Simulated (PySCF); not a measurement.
Numbering as in the mapped SMILES `[H]/[N:1]=[CH:2]\[C@@H:3]1[CH2:4][SiH2:5]1` (H(Xn): hydrogen on atom n). Ha(C4), Ha(Si5) are cis to C2 on the ring; Hb(C4), Hb(Si5) are trans to C2 on the ring.

Geometry: PBE0-D3(BJ)/def2-SVP; GIAO shifts from PySCF 2.14, gas phase, non-relativistic, averaged over equivalent atoms.

At PBE0/def2-TZVP (203 basis functions, 22 s wall time on 1 thread of an Arm Neoverse V1, shared host):
```csv
atoms,δ (ppm)
N1,327.1
C2,178.9
C3,21.4
C4,-2.6
Si5,-139.9
H(N1),9.07
H(C2),7.14
Hb(Si5),3.14
Ha(Si5),3.08
H(C3),1.61
Ha(C4),0.96
Hb(C4),0.94
```

References, each an isolated molecule treated in the same way: NH3 for 15N (265.93 ppm); TMS for 13C (186.65 ppm) and 29Si (331.56 ppm) and 1H (31.48 ppm).

Question: Estimate the result of repeating the calculation with mPW1PW91/pcSseg-2.

Answer: 
```
  atoms  δ at mPW1PW91/pcSseg-2  change
     N1                   333.5    +6.4
     C2                   185.2    +6.3
     C3                    22.0    +0.6
     C4                    -2.2    +0.4
    Si5                  -136.4    +3.5
  H(N1)                    9.30   +0.23
  H(C2)                    7.15   +0.01
Hb(Si5)                    2.88   -0.26
Ha(Si5)                    2.82   -0.26
  H(C3)                    1.65   +0.04
 Ha(C4)                    0.99   +0.03
 Hb(C4)                    1.00   +0.06
```

Scale: 15N (σref 260.49) against NH3; 13C (σref 183.53) and 29Si (σref 340.01) and 1H (σref 31.29) vs TMS (reference shieldings calculated alike).

The largest change is at N1 (imine nitrogen). Cost: 285 basis functions, 37 s wall time on 1 thread of an Arm Neoverse V1, shared host. The order of the carbon signals is the same at both levels.

Experimental scales use liquid or dissolved standards, which lie at an offset from isolated NH3 (liquid NH3: subtract about 20 ppm). Unscaled 15N shifts of sp2 nitrogen often come out too high even then, by a few to some tens of ppm.
